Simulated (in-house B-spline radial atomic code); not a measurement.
Configurations of Sb VI (Sb5+), with energies counted from [Kr] 4d10. Computed with an all-electron radial atomic-structure program (B-spline basis): scalar-relativistic (X2C) PBE0, spin-polarised, spherical fractional occupations, exact exchange averaged over the configuration, Fermi nucleus of rms radius 4.6802 fm. Shells without spins written out take the highest spin.

Occupations are held fixed; configurations that lie above the ionisation limit could autoionise.

```tsv
configuration	E - E(ref) (eV)	highest orbital	its <r> (bohr)
[Kr] 4d9 4f1	61.347	4f up	1.9
[Ar] 3d10 4s2 4p5 4d10 5p1	114.24	5p up	2.076
[Ar] 3d9 4s2 4p6 4d10 5s1	528.34	5s up	1.838
[Ar] 3d9 4s2 4p6 4d10 5p1	540.52	5p up	2.063
[Ar] 3d9 4s2 4p6 4d10 5f1	573.44	5f up	3.817
```

Question: Order these further configurations by energy, lowest first.
A. [Ar] 3d9 4s2 4p6 4d10 4f1
B. [Ar] 3d10 4s2 4p5 4d10 5s1
C. [Ar] 3d10 4s2 4p5 4d10 5d1
D. [Ar] 3d10 4s2 4p5 4d10 4f1
E. [Ar] 3d9 4s2 4p6 4d10 5d1

Answer: B (102.08 eV), C (130.97 eV), D (133.3 eV), E (557.27 eV), A (559.94 eV).

Question: How far above the reference does [Kr] 4d9 5p1 lie?

Answer: 42.117 eV; its least bound orbital is 5p up with <r> = 2.082 bohr.
